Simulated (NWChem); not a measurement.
System: BeBr2; SMILES [Be]([Br])[Br]

Input file for NWChem:

```
start job
memory heap 200 mb stack 900 mb global 1100 mb
geometry units angstroms noautosym nocenter noautoz
  Be    -0.000004     0.000005    -0.000004
  Br     1.437488     0.320898    -1.282333
  Br    -1.437491    -0.320893     1.282328
end
basis spherical
  Be library def2-tzvp
  Br library def2-tzvp
end
dft
  xc xpbe96 cpbe96
  iterations 150
end
property
  efieldgrad
end
task dft property
```

NWChem printed, in part:

```
             Northwest Computational Chemistry Package (NWChem) 7.3.0
             --------------------------------------------------------

                             Geometry "geometry" -> ""
                             -------------------------

 Output coordinates in angstroms (scale by  1.889725989 to convert to a.u.)

  No.       Tag          Charge          X              Y              Z
 ---- ---------------- ---------- -------------- -------------- --------------
    1 Be                   4.0000    -0.00000400     0.00000500    -0.00000400
    2 Br                  35.0000     1.43748800     0.32089800    -1.28233300
    3 Br                  35.0000    -1.43749100    -0.32089300     1.28232800

 Effective nuclear repulsion energy (a.u.)     241.8437685576

  pbe96 is a nonlocal functional; adding pw91lda local functional.
                              NWChem Property Module
                              ----------------------

  itol2e modified to match energy
  convergence criterion.

                                 NWChem DFT Module
                                 -----------------

 Summary of "ao basis" -> "ao basis" (spherical)
 ------------------------------------------------------------------------------
       Tag                 Description            Shells   Functions and Types
 ---------------- ------------------------------  ------  ---------------------
 Be                        def2-tzvp                 9       19   5s3p1d
 Br                        def2-tzvp                16       48   6s5p4d1f

  itol2e modified to match energy
  convergence criterion.

            General Information
            -------------------
          SCF calculation type: DFT
          Wavefunction type:  closed shell.
          No. of atoms     :     3
          No. of electrons :    74
           Alpha electrons :    37
            Beta electrons :    37
          Charge           :     0
          Spin multiplicity:     1
          Use of symmetry is: off; symmetry adaption is: off
          Maximum number of iterations: 150
          AO basis - number of functions:   115
                     number of shells:    41
          Convergence on energy requested:  1.00D-07
          Convergence on density requested:  1.00D-05
          Convergence on gradient requested:  5.00D-04

              XC Information
              --------------
          PerdewBurkeErnzerhof Exchange Functional  1.000
            Perdew 1991 LDA Correlation Functional  1.000 local
           PerdewBurkeErnz. Correlation Functional  1.000 non-local

             Grid Information
             ----------------
          Grid used for XC integration:  fine
          Radial quadrature: Mura-Knowles
          Angular quadrature: Lebedev.
          Tag              B.-S. Rad. Rad. Pts. Rad. Cut. Ang. Pts.
          ---              ---------- --------- --------- ---------
          Be                  1.05       70           9.0       590
          Br                  1.15      140          12.0       974
          Grid pruning is: on
          Number of quadrature shells:   350
          Spatial weights used:  Erf1

      Superposition of Atomic Density Guess
      -------------------------------------

 Sum of atomic energies:       -5159.37058002

      Non-variational initial energy
      ------------------------------

 Total energy =   -5159.991746
 1-e energy   =   -7665.371611
 2-e energy   =    2263.536096
 HOMO         =      -0.413424
 LUMO         =      -0.003675

   convergence    iter        energy       DeltaE   RMS-Dens  Diis-err
 ---------------- ----- ----------------- --------- --------- ---------
 d= 0,ls=0.0,diis     1  -5162.3248023180 -5.40D+03  8.40D-03  1.36D+00
 d= 0,ls=0.0,diis     2  -5162.2912979405  3.35D-02  7.20D-03  7.89D-01
 d= 0,ls=0.0,diis     3  -5162.3381813620 -4.69D-02  3.29D-03  3.06D-01
 d= 0,ls=0.0,diis     4  -5162.3848460120 -4.67D-02  3.57D-04  3.88D-03
 d= 0,ls=0.0,diis     5  -5162.3854407931 -5.95D-04  5.10D-05  5.53D-05
  Resetting Diis
 d= 0,ls=0.0,diis     6  -5162.3854437857 -2.99D-06  2.06D-05  8.23D-06
 d= 0,ls=0.0,diis     7  -5162.3854450416 -1.26D-06  6.85D-06  1.59D-07
 d= 0,ls=0.0,diis     8  -5162.3854449987  4.30D-08  3.86D-06  5.06D-07

         Total DFT energy =    -5162.385444998654
      One electron energy =    -7665.877034987425
           Coulomb energy =     2446.364808531995
    Exchange-Corr. energy =     -184.716987100865
 Nuclear repulsion energy =      241.843768557641

 Numeric. integr. density =       73.999999857871

                       DFT Final Molecular Orbital Analysis
                       ------------------------------------

 Vector   35  Occ=2.000000D+00  E=-2.970782D-01
              MO Center= -9.7D-06,  1.0D-06,  4.2D-06, r^2= 4.7D+00
   Bfn.  Coefficient  Atom+Function         Bfn.  Coefficient  Atom+Function
  ----- ------------  ---------------      ----- ------------  ---------------
    37      0.260243  2 Br pz                85      0.260244  3 Br pz
    35      0.224782  2 Br px                83      0.224784  3 Br px
    31     -0.179017  2 Br pz                79     -0.179018  3 Br pz
    34      0.160459  2 Br pz                82      0.160460  3 Br pz
    29     -0.154624  2 Br px                77     -0.154626  3 Br px

 Vector   36  Occ=2.000000D+00  E=-2.787459D-01
              MO Center=  6.3D-06,  4.4D-06, -9.8D-06, r^2= 5.2D+00
   Bfn.  Coefficient  Atom+Function         Bfn.  Coefficient  Atom+Function
  ----- ------------  ---------------      ----- ------------  ---------------
    37      0.268512  2 Br pz                85     -0.268510  3 Br pz
    35      0.244433  2 Br px                83     -0.244433  3 Br px
    31     -0.189345  2 Br pz                79      0.189343  3 Br pz
    29     -0.172365  2 Br px                34      0.172947  2 Br pz
    77      0.172365  3 Br px                82     -0.172945  3 Br pz

 Vector   37  Occ=2.000000D+00  E=-2.787459D-01
              MO Center=  6.4D-06,  4.5D-06, -9.7D-06, r^2= 5.2D+00
   Bfn.  Coefficient  Atom+Function         Bfn.  Coefficient  Atom+Function
  ----- ------------  ---------------      ----- ------------  ---------------
    36      0.358153  2 Br py                84     -0.358151  3 Br py
    30     -0.252556  2 Br py                78      0.252554  3 Br py
    33      0.230683  2 Br py                81     -0.230682  3 Br py
    39      0.209086  2 Br py                87     -0.209084  3 Br py
    27      0.077065  2 Br py                75     -0.077064  3 Br py

[...]

          -----------------------
          Electric field gradient
          -----------------------

 1 a.u. = 0.324123 10**(16) esu/cm**3  ( or statvolts/cm**2 ) = 0.97174 10**(22) v/m**2

 ------------------------------------------------------------
   Atom      X         Y         Z
 ------------------------------------------------------------
    1 Be  -0.00001   0.00001  -0.00001
 ------------------------------------------------------------

 Electric field gradient in molecular frame (a.u.)
         XX             YY             ZZ             XY             XZ             YZ
 ------------------------------------------------------------------------------------------
        0.041135      -0.060439       0.019303       0.023864      -0.095363      -0.021288

 Principal components (a.u.) and orientation
 of principal axis w.r.t. absolute frame                      Asymmetry parameter eta
 --------------------------------------------------------------------------------------
        0.131532      -0.065766      -0.065766                       0.000000

        0.736089      -0.121058       0.665972
        0.164320       0.986404      -0.002314
       -0.656637       0.111136       0.745973

 ------------------------------------------------------------
   Atom      X         Y         Z
 ------------------------------------------------------------
    2 Br   2.71646   0.60641  -2.42326
 ------------------------------------------------------------

 Electric field gradient in molecular frame (a.u.)
         XX             YY             ZZ             XY             XZ             YZ
 ------------------------------------------------------------------------------------------
       -0.709994       1.043159      -0.333165      -0.411880       1.645933       0.367421

 Principal components (a.u.) and orientation
 of principal axis w.r.t. absolute frame                      Asymmetry parameter eta
 --------------------------------------------------------------------------------------
       -2.270206       1.135103       1.135103                       0.000000

        0.736091       0.482173      -0.475057
        0.164317       0.553549       0.816446
       -0.656636       0.679038      -0.328233

 ------------------------------------------------------------
   Atom      X         Y         Z
 ------------------------------------------------------------
    3 Br  -2.71646  -0.60640   2.42325
 ------------------------------------------------------------

 Electric field gradient in molecular frame (a.u.)
         XX             YY             ZZ             XY             XZ             YZ
 ------------------------------------------------------------------------------------------
       -0.709973       1.043151      -0.333179      -0.411889       1.645929       0.367432

 Principal components (a.u.) and orientation
 of principal axis w.r.t. absolute frame                      Asymmetry parameter eta
 --------------------------------------------------------------------------------------
       -2.270200       1.135100       1.135100                       0.000000

        0.736087       0.461738      -0.494949
        0.164322       0.587444       0.792406
       -0.656639       0.664611      -0.356536
```

Level: PBE/def2-TZVP. Geometry: optimised at PBE0/def2-SVP. NWChem prints the field gradient with the sign opposite to the second derivative of the potential.
